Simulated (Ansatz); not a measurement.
```yaml
crystal:
  periodic: [false, false, false]
  atoms:
    - {symbol: C, position_ang: [2.022531, -1.262632, -1.317665]}
    - {symbol: C, position_ang: [1.058705, -0.507295, -0.468919]}
    - {symbol: C, position_ang: [-0.237610, -0.253673, -0.917058]}
    - {symbol: C, position_ang: [-1.186149, 0.427129, -0.153773]}
    - {symbol: C, position_ang: [-2.564864, 0.647278, -0.673921]}
    - {symbol: O, position_ang: [-0.956391, 0.893229, 1.010703]}
    - {symbol: Al, position_ang: [0.640197, 0.916333, 1.866990]}
    - {symbol: O, position_ang: [0.583483, 0.254588, 3.425000]}
    - {symbol: F, position_ang: [1.260425, 2.445244, 1.758409]}
    - {symbol: O, position_ang: [1.502529, -0.130547, 0.665700]}
    - {symbol: H, position_ang: [2.888624, -0.626809, -1.518388]}
    - {symbol: H, position_ang: [1.582786, -1.588285, -2.258187]}
    - {symbol: H, position_ang: [2.387012, -2.128659, -0.760112]}
    - {symbol: H, position_ang: [-0.524678, -0.613915, -1.893861]}
    - {symbol: H, position_ang: [-3.284778, 0.233998, 0.036452]}
    - {symbol: H, position_ang: [-2.716325, 0.200355, -1.654399]}
    - {symbol: H, position_ang: [-2.753555, 1.722545, -0.727895]}
    - {symbol: H, position_ang: [0.260356, -0.617483, 3.632826]}
basis:
  gaussian: {orbitals: "6-31G*"}
total_charge: 1
magnetization: {spin_polarized: true, initial_magnetization: 1}
hamiltonian: {xc: {name: HF}}
correlation: {active_space: {window: {electrons: 3, orbitals: 2}}}
accuracy: high
scf: {lower_state_search: light}
```

```sh
$ ansatz run in.yaml --threads 4 --pin off --events-out ev --progress --plain --max-ram 66560MiB --backend cpu
```

(1) How does Ansatz answer? (Best estimate.)

## Answers

(1) The calculation gave: The input was rejected before any iteration.
```
Error: invalid value for `correlation.active_space`: it starts from restricted Hartree–Fock orbitals; set hamiltonian.xc: hf without magnetization.spin_polarized
```
